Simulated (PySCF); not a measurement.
Polarisability and C₆ of Al (aluminium, neutral)

[Ne] 3s2 3p1, 2P determinant. All numbers are calculated (PySCF 2.14, no relativity, point nucleus, in dyall-av2z (13s9p2d, 50 functions)). Coupled (time-dependent) response in atomic units; α is the mean over directions. A double-zeta set is small for polarisabilities.

```
 method  mean α (bohr³)         α xx, yy, zz  C₆ (like pair)  S(−4)
    UHF           60.23  50.98, 78.74, 50.98           549.6   1796
    PBE           63.68  51.65, 87.75, 51.65           573.2   2392
   PBE0           61.44  50.91, 82.51, 50.91           553.1   2053
wB97M-V           65.19  51.32, 92.94, 51.32           560.6   3080
    M06           62.92  51.29, 86.20, 51.29           534.7   2938
```

S(−4) is the Cauchy moment in α(ω) = α(0) + S(−4) ω² + …

Reference α: 57.8 ± 1 bohr³ (recommended; Schwerdtfeger and Nagle, table of static dipole polarizabilities (2023 update)). Published C₆: 528.0 (Chu and Dalgarno (2004); Tang, Norbeck and Certain (1976)).

α(iu) at PBE:

```tsv
u (hartree)	α(iu) (bohr³)
0	63.68
0.0500	58.47
0.100	48.16
0.200	30.21
0.300	19.27
0.500	9.155
0.750	4.599
1.00	2.744
1.50	1.307
2.00	0.7729
3.00	0.3716
5.00	0.1486
```

The components differ because the open shell of this determinant is not spherical; for a pure term their mean is the scalar polarisability.
